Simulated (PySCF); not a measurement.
W (tungsten, neutral) across methods

[Xe] 4f14 5d5 6s1, high-spin 7S determinant (an excited configuration). Calculation: PySCF 2.14, in aug-cc-pVTZ-PP with one added diffuse shell each of s, p, d, f, g type with ECP60MDF (7s7p6d4f3g, 113 functions); scalar relativity through the core potential.

```tsv
method	E (hartree)	mean ε 5p β (eV)	mean ε 6s α (eV)	mean ε 5d α (eV)	Σ⟨r²⟩ (bohr²)	⟨S²⟩
wB97M-V	-67.2077	-43.643	-8.130	-7.470	53.55	12.002
BP86	-67.4073	-39.083	-5.828	-4.246	53.91	12.001
PBE0	-67.3002	-40.856	-6.328	-5.311	53.34	12.002
PBE	-67.3377	-38.818	-5.688	-4.161	53.97	12.001
LDA	-67.1556	-38.868	-5.902	-4.268	54.21	12.000
r2SCANh	-67.3319	-40.084	-6.267	-4.832	52.97	12.002
r2SCAN	-67.3513	-39.346	-6.030	-4.386	53.08	12.002
```

(1) Estimate the same row for UHF.

Energies and moments cover only the electrons outside the core potential. Spin-orbit coupling, which splits the p, d and f shells strongly at this Z, is absent.

Answers

(1) E (hartree) = -66.72303; mean ε 5p β (eV) = -46.065; mean ε 6s α (eV) = -7.888; mean ε 5d α (eV) = -8.406; Σ⟨r²⟩ (bohr²) = 53.20; ⟨S²⟩ = 12.006.
